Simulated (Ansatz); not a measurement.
platinum atom (Pt), triplet (core potentials on Pt).

Input for Ansatz (an electronic-structure program):
Ansatz 0.2 input:
```yaml
crystal:
  periodic: [false, false, false]
  atoms:
    - {symbol: Pt, position_ang: [0.00000000, 0.00000000, 0.00000000]}
basis:
  gaussian:
    orbitals: def2-SVP
hamiltonian:
  xc: {name: B97M-V}
magnetization: {spin_polarized: true, initial_magnetization: 2}
accuracy: high
```

Problem. What does this run give for the <S^2>, total energy, number of basis functions?

Solution. 
```
Property                            Value
-------------------------  --------------
<S^2>                               2.001
total energy               -119.238431 Ha
number of basis functions              32
```

Problem. Roughly what does it cost on one core?

Solution. very roughly 2.1 core-minutes.
